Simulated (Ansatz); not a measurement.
Basis sets compared for ZrIF₃. The state is a singlet with charge 0. Geometry PBE0-D4/def2-SVP. Ansatz on 4 threads of Arm Neoverse V2 on a shared host; times are rough, and most runs start from earlier orbitals.

```csv
atom,x (Å),y (Å),z (Å)
Zr1,-0.1102,0.1127,0.0054
I2,1.7862,-1.8257,-0.0869
F3,-1.8016,-0.6252,-0.3872
F4,0.2840,1.4566,-1.2587
F5,-0.1583,0.8817,1.7275
```

In the def2 sets I, Zr take a core potential; there is no spin–orbit coupling.

Binding counts from free atoms (Zr triplet, I doublet, F doublet) in the same basis, without a counterpoise term.

```json
{"level": "PBE-D4/def2-SVP", "functions": "99", "energy (Eh)": "-644.1062", "HOMO (eV)": "-7.13", "LUMO (eV)": "-2.69", "binding per atom (eV)": "–", "wall time": "0.95 s"}
{"level": "PBE0-D4/def2-SVP", "functions": "99", "energy (Eh)": "-644.0932", "HOMO (eV)": "-8.34", "LUMO (eV)": "-1.98", "binding per atom (eV)": "4.85", "wall time": "1.5 s"}
```

Task: Estimate the rows for PBE-D4/def2-TZVP, PBE0-D4/def2-TZVP (with forces).

Result: 
| level | functions | energy (Eh) | HOMO (eV) | LUMO (eV) | binding per atom (eV) | wall time |
| --- | --- | --- | --- | --- | --- | --- |
| PBE-D4/def2-TZVP | 183 | -644.4914 | -7.21 | -2.81 | – | 1.7 s |
| PBE0-D4/def2-TZVP (with forces) | 183 | -644.4782 | -8.38 | -2.04 | 4.76 | 3.9 s |
